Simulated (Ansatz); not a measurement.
`F[Si]([SiH3])(Cl)Br` → `Cl[Si]Br` + `F[SiH3]` at 298.15 K and 1 bar (silylene formation by 1,1-elimination).

Computed with Ansatz on PBE0-D4/def2-TZVP structures; ΔE is electronic, products minus reactants. CCSD(T)/CBS is the MP2 limit (def2-TZVPP, def2-QZVPP) plus CCSD(T) − MP2 in def2-TZVPP, frozen cores. This one scheme is used for every species. For Br outer-core shells are correlated without core-valence functions, which leaves a few kJ/mol of doubt a bond. Scalar relativity is left out up to krypton.

| species | CCSD(T)/CBS energy (Eh) | H − E (kJ/mol) | S (J/(mol·K)) |
| --- | --- | --- | --- |
| `F[Si]([SiH3])(Cl)Br` | -3713.01520 | 106.0 | 386.0 |
| `Cl[Si]Br` | -3322.23177 | 19.4 | 299.5 |
| `F[SiH3]` | -390.72345 | 82.7 | 238.5 |

H − E and S are ideal-gas, rigid-rotor, harmonic terms from PBE0-D4/def2-TZVP, for one conformer and one mirror image of each species. 1 Eh = 2625.50 kJ/mol, R = 8.31446 J/(mol·K).

Task: By hand: ΔE, ΔH, ΔS and ΔG.

Result: ΔE = (-3322.23177) + (-390.72345) − (-3713.01520) = 0.05998 Eh = 157.5 kJ/mol. Δ(H − E) = 19.4 + 82.7 − 106.0 = -3.9, so ΔH = 153.6 kJ/mol. ΔS = 299.5 + 238.5 − 386.0 = 152.0 J/(mol·K). ΔG = 153.6 − 298.15 × (152.0)/1000 = 108.3 kJ/mol.

Task: By hand: the equilibrium constant, and the temperature at which ΔG would vanish if ΔH and ΔS stayed fixed.

Result: log₁₀ K = −ΔG/(RT ln 10) = -19.0. ΔG = 0 at ΔH/ΔS = 1011 K.

The number of gas molecules changes by +1, which sets the sign of ΔS. A doubt of 5 kJ/mol in ΔE shifts log₁₀ K by 0.9 here. Other conformers and mirror images would add mixing entropy, several J/(mol·K) or more a flexible species. These are equilibria of isolated gas molecules and say nothing of rates. Largest T1 diagnostic: 0.011 (customary marks: 0.02 for closed shells, 0.045 for open ones).
